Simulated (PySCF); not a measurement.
**Ionisation energy of F⁺ by level of theory**

F⁺ [He] 2s2 2p4 (3P) → F²⁺ [He] 2s2 2p3 (4S), as a difference of total energies. All numbers are calculated (PySCF 2.14, scalar relativity by spin-free X2C-1e, in x2c-TZVPall). Correlated levels: valence: 1s2 frozen. The calculations carry no spin-orbit coupling.

Order these methods by the ionisation energy they give, lowest first.
A. MP2 (valence)
B. TPSS
C. LDA
D. SCS-MP2 (valence)

A (34.586 eV), D (34.679 eV), C (35.245 eV), B (35.462 eV).

Errors of the correlated levels include the incompleteness of this basis and the frozen core.

For comparison: 34.950 eV (measured; NIST levels, between the centres of gravity of the two terms).
